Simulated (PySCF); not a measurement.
SMILES [SiH]=[SiH2], doublet (B3LYP/def2-SVP optimised geometry):

```
5

Si    -1.632    -0.140     0.000
Si     0.676    -0.140     0.000
H     -1.576     1.393     0.000
H      1.632     1.014    -0.022
H      1.494    -1.393     0.007
```

Calculation: unrestricted B3LYP/def2-TZVP (PySCF).

### Question
What are the frontier orbital energies (α orbitals alone; a β orbital can be the lowest empty one) and the dipole moment?

### Answer
HOMO-2 -8.38 eV, HOMO-1 -6.66 eV, HOMO -6.24 eV, LUMO -2.47 eV, LUMO+1 -0.47 eV; dipole moment 1.00 D.

On the same geometry unrestricted PBE/def2-TZVP run with PySCF gives HOMO-2 -7.42 eV, HOMO-1 -5.87 eV, HOMO -5.73 eV, LUMO -3.14 eV, LUMO+1 -1.09 eV; dipole moment 1.07 D.

Meta-Löwdin charges at B3LYP/def2-TZVP: Si1 -0.02, Si2 0.26, H3 -0.09, H4 -0.08, H5 -0.08.
